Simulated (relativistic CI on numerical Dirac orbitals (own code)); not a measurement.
# Hyperfine structure of Te¹²⁺, mass number 123

Calculated at this level of theory: Dirac-Coulomb-Breit CI, orbitals from a KLI potential per configuration, a model potential for QED, unscaled Slater integrals (own radial code, finite nucleus).

Configurations in the expansion (outside the closed core [Ar] 3d10): 4s²4p⁶4d⁴, 4s²4p⁵4d⁵, 4s²4p⁶4d³4f, 4s²4p⁶4d³5s, 4s4p⁶4d⁵, 4s²4p⁶4d³5p, 4s²4p⁶4d²4f5s, 4s²4p⁶4d³5d, 4s4p⁶4d⁴4f, 4s²4p⁶4d²5s5p, 4s²4p⁶4d³6s, 4s²4p⁶4d²5s², 4s²4p⁶4d4f5s², 4s²4p⁶4d5s²5p, 4s²4p⁶4d5s²5d, 4p⁶4d⁶, 4p⁵4d⁷, 4s²4p⁶4d²5p², 4s²4p⁶4d4f5p², 4s²4p⁶4d5s5p², 4s²4p⁶4d5p³, 4s²4p⁶4d5p²5d. Double excitations out of closed p, d and f shells are left out; levels of such configurations are missing from the list, as are those of other unlisted configurations, and high levels can miss mixing partners.

Nuclear spin I = 1/2, μ = -0.7358 μN (tables of Stone and Pyykkö). The electronic factors are computed for point nuclear moments, without core polarisation or the Bohr-Weisskopf and QED corrections.

```
        Level  E (cm⁻¹)  A (MHz)
4s²4p⁶4d⁴ ⁵D1    4475.3   -289.8
4s²4p⁶4d⁴ ⁵D2    9385.8    -1130
4s²4p⁶4d⁴ ⁵D3   13998.2    -1844
4s²4p⁶4d⁴ ⁵D4   18140.2    -2449
4s²4p⁶4d⁴ ³H4   37330.6    -3868
4s²4p⁶4d⁴ ³G3   44371.3    -3974
4s²4p⁶4d⁴ ³H5   44999.0    -3477
4s²4p⁶4d⁴ ³P1   45293.6    -2363
```

Levels with J = 0, under 50 % of one LS term, or S terms without an open s electron are left out. Small factors come from cancelling terms and can be off by tens of per cent or more.

At this charge energies of transitions that change n are usually good to better than 1 %, and those within a shell (Δn = 0) to a few per cent. Terms inside the open d or f shell come out 10 to 20 % too wide with unscaled integrals. Levels and lines within the n = 5 or 6 shells can be off by up to 10 % or somewhat more, and those that change n by about 2 %, since core polarisation is missing.

**Question.** Give the hyperfine levels of 4s²4p⁶4d⁴ ⁵D3 relative to its centre of gravity.

**Answer.** With K = F(F + 1) − I(I + 1) − J(J + 1), E = AK/2: F = 5/2: 3689, F = 7/2: -2766 MHz.

LS names give the leading component of a level, which can be under half, so a name can repeat, a term be missing and a line seem to break the LS rules.
